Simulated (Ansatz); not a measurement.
BMe2(iBu) (C6H15B), relaxed as a singlet with RKS PBE-D4/def2-SVP in Ansatz, starting from the GFN2-xTB geometry. Force threshold 0.02 eV/Å.

Start:

```tsv
atom	x (Å)	y (Å)	z (Å)
B1	-0.2720	0.5834	-1.0182
C2	0.4298	-0.0066	-2.3030
C3	-1.8287	0.8426	-1.0603
C4	0.5962	0.9984	0.2475
C5	0.6906	-0.0742	1.3556
C6	1.3408	-1.3525	0.8342
C7	-0.6787	-0.3873	1.9521
H8	1.3859	-0.4845	-2.1050
H9	0.6357	0.8186	-2.9860
H10	-0.1929	-0.7070	-2.8554
H11	-2.2412	1.2608	-0.1457
H12	-2.3790	-0.0704	-1.2857
H13	-2.0675	1.5329	-1.8697
H14	0.1854	1.8994	0.7112
H15	1.6206	1.2366	-0.0512
H16	1.3247	0.3282	2.1559
H17	0.7138	-1.8129	0.0745
H18	1.4808	-2.0652	1.6450
H19	2.3134	-1.1390	0.3967
H20	-1.3249	-0.8374	1.2033
H21	-1.1547	0.5184	2.3205
H22	-0.5784	-1.0823	2.7838
```

```json
{"step": "1", "energy (eV)": "-7128.3214", "largest force component (eV/Å)": "0.785", "SCF passes": "18"}
{"step": "2", "energy (eV)": "-7128.4531", "largest force component (eV/Å)": "0.249", "SCF passes": "19"}
{"step": "3", "energy (eV)": "-7128.4652", "largest force component (eV/Å)": "0.208", "SCF passes": "19"}
{"step": "4", "energy (eV)": "-7128.4672", "largest force component (eV/Å)": "0.051", "SCF passes": "20"}
{"step": "5", "energy (eV)": "-7128.4689", "largest force component (eV/Å)": "0.153", "SCF passes": "18"}
{"step": "6", "energy (eV)": "-7128.4698", "largest force component (eV/Å)": "0.109", "SCF passes": "19"}
{"step": "7", "energy (eV)": "-7128.4705", "largest force component (eV/Å)": "0.069", "SCF passes": "20"}
{"step": "8", "energy (eV)": "-7128.4719", "largest force component (eV/Å)": "0.017", "SCF passes": "18"}
{"step": "9 (rejected)", "energy (eV)": "-7128.4695", "largest force component (eV/Å)": "0.284", "SCF passes": "18"}
{"step": "10", "energy (eV)": "-7128.4727", "largest force component (eV/Å)": "0.047", "SCF passes": "19"}
{"step": "11 (rejected)", "energy (eV)": "-7128.4720", "largest force component (eV/Å)": "0.156", "SCF passes": "18"}
{"step": "12", "energy (eV)": "-7128.4732", "largest force component (eV/Å)": "0.021", "SCF passes": "19"}
{"step": "13", "energy (eV)": "-7128.4735", "largest force component (eV/Å)": "0.048", "SCF passes": "19"}
{"step": "14", "energy (eV)": "-7128.4736", "largest force component (eV/Å)": "0.042", "SCF passes": "20"}
{"step": "15", "energy (eV)": "-7128.4738", "largest force component (eV/Å)": "0.024", "SCF passes": "19"}
{"step": "16", "energy (eV)": "-7128.4738", "largest force component (eV/Å)": "0.025", "SCF passes": "20"}
{"step": "17", "energy (eV)": "-7128.4739", "largest force component (eV/Å)": "0.006", "SCF passes": "13"}
```

Force components are those of the run's own axes.

End:

Cartesian coordinates in Å:
```
B -0.2471 0.6106 -1.0510
C 0.4809 0.1239 -2.3637
C -1.8214 0.7301 -1.0511
C 0.6192 1.0010 0.2251
C 0.6748 -0.0869 1.3397
C 1.2521 -1.4122 0.8227
C -0.6784 -0.3122 2.0275
H 1.4139 -0.4470 -2.1778
H 0.8097 1.0611 -2.8766
H -0.1557 -0.4212 -3.0900
H -2.2641 1.3020 -0.2123
H -2.2252 -0.3089 -0.9940
H -2.2110 1.1274 -2.0134
H 0.2093 1.9305 0.6815
H 1.6663 1.2242 -0.0776
H 1.3740 0.2939 2.1190
H 0.5783 -1.8848 0.0758
H 1.3890 -2.1397 1.6492
H 2.2373 -1.2667 0.3338
H -1.4218 -0.7619 1.3370
H -1.1076 0.6385 2.4054
H -0.5726 -1.0015 2.8907
```

By distances, no bond broke or formed. The bond that changes most is C2–H9, from 1.09 to 1.12 Å (atoms count from 1).

The force fell under the threshold at step 8, but the optimiser went on. No frequencies were taken in this run, so the end may be a saddle point.

It took 34 s on 4 threads of Arm Neoverse V1 on a shared host.
